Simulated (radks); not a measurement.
Values are calculated unless marked as measured or tabulated.
Numerical settings for the promethium ion Pm+, [Xe] 4f5 6s1. Level of theory: Dirac Kohn-Sham, PBE, spin-unpolarised, spherical densities, finite nucleus; open shells fill j = l - 1/2 first; Fermi nuclear charge, rms radius 4.962 fm (a radial shooting solver on a logarithmic mesh with Libxc functionals). The defaults (mesh step 0.008 in ln r, mesh end at 40 bohr or more with all orbitals vanishing there, Anderson mixing 0.5 over 9 steps, residual threshold near 1e-9 with the energy settled to 1e-9 hartree or 1e-11 of itself, here a cap of 62 iterations) give E = -10026.3654 hartree and 4f5/2 at -8.244 eV in 16 iterations. Run on one thread of a shared host, so times are rough (Arm Neoverse V1): 0.18 s of CPU time, 0.18 s wall, 16 iterations on 2360 mesh points. Changes against that run (0 stands for a change within the tolerance of the run):

setting,iterations,converged,E (mhartree),e(4f5/2) (meV),CPU (s)
mesh step in ln r 0.05,16,yes,-0.0839,-0.0333,0.04
mesh step in ln r 0.012,16,yes,0,0,0.13
mesh step in ln r 0.005,17,yes,0,0,0.28
mesh end (bohr) 5,14,yes,+150,+2.07e+03,0.15
mesh end (bohr) 20,16,yes,0,0,0.17
residual threshold 1e-13,28,yes,0,0,0.24
residual threshold 1e-05,11,yes,0,+0.333,0.15
mixing 1,14,yes,0,0,0.16
"linear mixing, mixing 0.2",62,no,0,0,0.47
"linear mixing, mixing 0.5",31,yes,0,0,0.28
mixing history 20,23,yes,0,0,0.24
iteration cap 3,3,no,+7.22,-655,0.05

Settings that end as converged yet miss the energy by more than 1 mhartree: mesh end (bohr) 5 (+0.15 hartree). A mesh that ends early acts as a hard wall.
